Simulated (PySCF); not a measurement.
BFH4O2Si, SMILES OB(F)O[SiH3].

The structure is a stationary point at B3LYP-D3(BJ)/def2-SVP. The structure was generated by enumeration, and PubChem lists no compound with its InChIKey, so it may never have been made. Other conformers were not sampled.

The numbers are results of TDA-ωB97X/def2-SVPD (PySCF 2.14.0), not measurements.

Vertical excitations. The molecule is in vacuum. State labels are in the subgroup Cs.

```json
[
 {"state": "S1", "symmetry": "A\"", "energy (eV)": "8.11", "λ (nm)": "153", "f": "0.003", "main pairs": "HOMO→LUMO 58 %, HOMO→LUMO+1 22 %, HOMO→LUMO+2 10 %"},
 {"state": "S2", "symmetry": "A'", "energy (eV)": "8.27", "λ (nm)": "150", "f": "0.009", "main pairs": "HOMO−1→LUMO 52 %, HOMO−1→LUMO+1 27 %, HOMO−1→LUMO+2 14 %"},
 {"state": "S3", "symmetry": "A\"", "energy (eV)": "9.12", "λ (nm)": "136", "f": "0.041", "main pairs": "HOMO−2→LUMO 52 %, HOMO→LUMO+1 20 %, HOMO→LUMO 11 %"},
 {"state": "S4", "symmetry": "A\"", "energy (eV)": "9.32", "λ (nm)": "133", "f": "0.017", "main pairs": "HOMO−1→LUMO+3 38 %, HOMO→LUMO+4 20 %, HOMO→LUMO+2 16 %, HOMO→LUMO+5 10 %"},
 {"state": "S5", "symmetry": "A\"", "energy (eV)": "9.47", "λ (nm)": "131", "f": "0.094", "main pairs": "HOMO→LUMO+1 34 %, HOMO−2→LUMO 15 %, HOMO−1→LUMO+3 13 %, HOMO→LUMO+2 12 %"},
 {"state": "S6", "symmetry": "A'", "energy (eV)": "9.49", "λ (nm)": "131", "f": "0.094", "main pairs": "HOMO−1→LUMO+1 58 %, HOMO−1→LUMO+2 17 %, HOMO−1→LUMO 12 %"},
 {"state": "S7", "symmetry": "A'", "energy (eV)": "9.81", "λ (nm)": "126", "f": "0.071", "main pairs": "HOMO→LUMO+3 85 %"},
 {"state": "S8", "symmetry": "A'", "energy (eV)": "9.85", "λ (nm)": "126", "f": "0.014", "main pairs": "HOMO−3→LUMO 71 %"},
 {"state": "S9", "symmetry": "A\"", "energy (eV)": "9.94", "λ (nm)": "125", "f": "0.007", "main pairs": "HOMO→LUMO+4 33 %, HOMO−1→LUMO+3 28 %, HOMO−5→LUMO 7 %"},
 {"state": "S10", "symmetry": "A'", "energy (eV)": "10.12", "λ (nm)": "123", "f": "0.139", "main pairs": "HOMO−4→LUMO 38 %, HOMO−1→LUMO+2 14 %, HOMO−1→LUMO+5 10 %, HOMO−3→LUMO+2 7 %"},
 {"state": "T1", "symmetry": "A\"", "energy (eV)": "7.77", "λ (nm)": "160", "f": "0", "main pairs": "HOMO→LUMO 50 %, HOMO→LUMO+1 24 %, HOMO→LUMO+2 12 %"},
 {"state": "T2", "symmetry": "A'", "energy (eV)": "7.88", "λ (nm)": "157", "f": "0", "main pairs": "HOMO−1→LUMO 46 %, HOMO−1→LUMO+1 28 %, HOMO−1→LUMO+2 14 %"},
 {"state": "T3", "symmetry": "A\"", "energy (eV)": "8.86", "λ (nm)": "140", "f": "0", "main pairs": "HOMO−2→LUMO 53 %, HOMO→LUMO+1 13 %, HOMO→LUMO 12 %"},
 {"state": "T4", "symmetry": "A\"", "energy (eV)": "8.97", "λ (nm)": "138", "f": "0", "main pairs": "HOMO→LUMO+2 31 %, HOMO→LUMO+1 16 %, HOMO→LUMO+4 13 %, HOMO→LUMO+5 13 %"}
]
```
Triplets are in the Tamm–Dancoff approximation.
